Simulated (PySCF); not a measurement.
Vinyl bromide, C2H3Br.
Atom-mapped SMILES: `[CH2:1]=[CH:2][Br:3]` (hydrogens: H4, H5 on C1; H6 on C2)

A GFN2-xTB structure was refined with PBE0-D3(BJ)/def2-TZVP geometry optimisation, gas phase in PySCF 2.14.0. Its GFN2-xTB values:

```csv
coordinate,GFN2-xTB
C1=C2,1.291 Å
C1–H4,1.088 Å
C1–H5,1.079 Å
C2–Br3,1.886 Å
C2–H6,1.086 Å
C1–C2–Br3,121.6°
C1–C2–H6,125.2°
C2–C1–H4,118.6°
C2–C1–H5,124.6°
Br3–C2–H6,113.2°
H4–C1–H5,116.7°
```

Problem. How do these coordinates change at the PBE0-D3(BJ)/def2-TZVP level?

Solution. 
```json
{"coordinate": "C1=C2", "PBE0-D3(BJ)/def2-TZVP (Å or °)": "1.319", "change": "+0.028"}
{"coordinate": "C2–Br3", "PBE0-D3(BJ)/def2-TZVP (Å or °)": "1.881", "change": "-0.005"}
{"coordinate": "C2–H6", "PBE0-D3(BJ)/def2-TZVP (Å or °)": "1.082", "change": "-0.004"}
{"coordinate": "C1–H4", "PBE0-D3(BJ)/def2-TZVP (Å or °)": "1.084", "change": "-0.004"}
{"coordinate": "C1–H5", "PBE0-D3(BJ)/def2-TZVP (Å or °)": "1.083", "change": "+0.004"}
{"coordinate": "C2–C1–H5", "PBE0-D3(BJ)/def2-TZVP (Å or °)": "122.5", "change": "-2.1"}
{"coordinate": "C1–C2–Br3", "PBE0-D3(BJ)/def2-TZVP (Å or °)": "123.3", "change": "+1.7"}
{"coordinate": "H4–C1–H5", "PBE0-D3(BJ)/def2-TZVP (Å or °)": "118.0", "change": "+1.3"}
{"coordinate": "C1–C2–H6", "PBE0-D3(BJ)/def2-TZVP (Å or °)": "124.1", "change": "-1.1"}
{"coordinate": "C2–C1–H4", "PBE0-D3(BJ)/def2-TZVP (Å or °)": "119.5", "change": "+0.9"}
{"coordinate": "Br3–C2–H6", "PBE0-D3(BJ)/def2-TZVP (Å or °)": "112.6", "change": "-0.6"}
```

The energy falls by 0.79 kcal/mol over 5 energy and gradient evaluations, the largest force component goes from 0.0381 to 2.7e-04 Eh/bohr, and the atoms move by 0.019 Å rms after alignment. The bond that changes most is C1=C2 (terminal =CH2 carbon to alkene CH carbon), which lengthens by 0.028 Å. Bonds longer at the end by more than 0.005 Å: 1 of 5; shorter: 1. Rotational constants go from 54804, 4258, 3951 to 55530, 4176, 3884 MHz.

The run used 128 basis functions and 35 SCF cycles in all.

Stationary, but not proved a minimum.
